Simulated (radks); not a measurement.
Results of a calculation; reference values are marked as such.
Problem. Ionisation of W2+, [Xe] 4f14 5d4, to W3+, [Xe] 4f14 5d3, under several functionals. Dirac Kohn-Sham, spin-unpolarised, spherical densities, finite nucleus; open shells are shared between the two j in proportion to 2j + 1; a radial shooting solver on a logarithmic mesh with Libxc functionals. Known Delta-SCF values: exchange-only B88 24.361 eV; XLYP 25.363 eV; LDA (Slater exchange, VWN5 correlation) 25.701 eV. What does OLYP give, and what is its highest occupied eigenvalue?

Solution. 25.266 eV by Delta-SCF; the 5d5/2 eigenvalue is -19.390 eV. NIST: 26.0 eV (semi-empirical).

Beside tabulated values, note that spin-unpolarised runs miss the spin-polarisation part of the exchange energy of open shells.
